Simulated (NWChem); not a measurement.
C4H3FO; SMILES Fc1ccco1

```xyz
9

F     -0.0288    -1.9726     0.0000
C      0.0879    -0.6724     0.0000
C      1.1739     0.1426     0.0000
C      0.6197     1.4665     0.0000
C     -0.7322     1.3221     0.0000
O     -1.0588     0.0001     0.0000
H      2.2169    -0.1608     0.0000
H      1.1685     2.4059     0.0000
H     -1.5661     2.0175     0.0000
```
Atoms are numbered in this order, from 1.

All runs: NWChem. Pople sets run with spherical d functions. Coordinates come from a PBE0/def2-SVP optimisation. GIAO values for the isolated, static molecule; σ is the absolute isotropic shielding, δ = σ(reference) − σ with the isolated reference molecule computed at the same levels (13C: tetramethylsilane, 19F: trichlorofluoromethane, 1H: tetramethylsilane, 17O: water).

```json
[
 {"level": "B3LYP/6-311G**", "δ F1 (ppm)": "-129.8", "δ C2 (ppm)": "164.1", "δ C3 (ppm)": "85.5", "δ C4 (ppm)": "116.6", "δ C5 (ppm)": "133.6", "δ O6 (ppm)": "291.8", "δ H9 (ppm)": "6.76"},
 {"level": "PBE/pcSseg-1", "δ F1 (ppm)": "?", "δ C2 (ppm)": "163.7", "δ C3 (ppm)": "?", "δ C4 (ppm)": "?", "δ C5 (ppm)": "?", "δ O6 (ppm)": "?", "δ H9 (ppm)": "?"},
 {"level": "PBE0/pcSseg-1", "δ F1 (ppm)": "-117.8", "δ C2 (ppm)": "164.8", "δ C3 (ppm)": "86.1", "δ C4 (ppm)": "117.5", "δ C5 (ppm)": "134.8", "δ O6 (ppm)": "287.0", "δ H9 (ppm)": "6.83"}
]
```

Q: What belongs in the gaps?

A: 
- PBE/pcSseg-1, δ F1 (ppm): -135.2
- PBE/pcSseg-1, δ C3 (ppm): 84.2
- PBE/pcSseg-1, δ C4 (ppm): 115.0
- PBE/pcSseg-1, δ C5 (ppm): 131.8
- PBE/pcSseg-1, δ O6 (ppm): 294.0
- PBE/pcSseg-1, δ H9 (ppm): 6.69
